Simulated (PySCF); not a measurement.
**Badger's rule along the fifth-period p block: bonds to Cs**

PBE0 in PySCF with def2-SVP on every atom (core potentials on Sn, Sb, Te, I, Cs), for the lowest determinant that a PBE0 search found; no spin–orbit coupling. Badger's rule says that Re = d + c·k^(−1/3) for bonds between atoms of fixed rows.

```
molecule  state (unpaired electrons)  Re (Å)  k (mdyn/Å)
     CsI      singlet (closed shell)   3.383       0.533
    CsTe               doublet (π ↑)   3.497           ?
    CsSn         quartet (σ ↑, π ↑↑)   3.583           ?
    CsSb              triplet (π ↑↑)   3.665       0.319
```

**Question.** Fix c and d from CsI and CsSb.

**Answer.** c = (3.665 − 3.383)/(0.319^(−1/3) − 0.533^(−1/3)) = 1.225, d = 3.383 − c·0.533^(−1/3) = 1.872 Å.

**Question.** Predict k of the others and set the computed values beside them.

**Answer.** 

```csv
molecule,k by the rule,k computed,difference (%)
CsTe,0.429,0.445,-4
CsSn,0.367,0.289,27
```

The rule misses by 16 % on average; it knows nothing of spin state or of how ionic a bond is, and both change along this series.

Spin–orbit coupling is left out. States were picked by a PBE0 search and need not be the measured ground states.
